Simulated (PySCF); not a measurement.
C₆ coefficients of unlike pairs at PBE

Calculated with PySCF 2.14 from the dipole response of each species, C₆(A,B) = (3/π) ∫ α_A(iu) α_B(iu) du, in atomic units, from isotropic polarisabilities. For ions this is the dispersion term alone; charge-induced terms of lower order in 1/R come first.

| species | configuration | basis | relativity | α (bohr³) | C₆ (like pair) |
| --- | --- | --- | --- | --- | --- |
| O²⁺ | [He] 2s2 2p2 (3P) | aug-cc-pCVTZ-DK with one added diffuse shell each of s, p, d, f type (8s7p5d3f) | spin-free X2C | 1.742 | 2.336 |
| N²⁺ | [He] 2s2 2p1 (2P) | aug-cc-pwCVQZ (9s8p6d4f2g) | none | 2.587 | 3.672 |
| N⁺ | [He] 2s2 2p2 (3P) | dyall-acv3z (15s9p4d2f) | none | 3.913 | 8.469 |
| Ne⁺ | [He] 2s2 2p5 (2P) | aug-cc-pVQZ-DK (6s5p4d3f2g) | spin-free X2C | 1.404 | 2.480 |

Problem. Estimate C₆ for N⁺ with O²⁺.

Solution. The integral gives 4.385. The combination rule 2 C_A C_B / (C_A α_B/α_A + C_B α_A/α_B) gives 4.388 and the geometric mean 4.448.

No spin-orbit coupling is included.

The other pairs:

```tsv
pair	C₆
Ne⁺, N²⁺	2.834
Ne⁺, O²⁺	2.363
N²⁺, O²⁺	2.890
N⁺, N²⁺	5.574
Ne⁺, N⁺	4.294
```
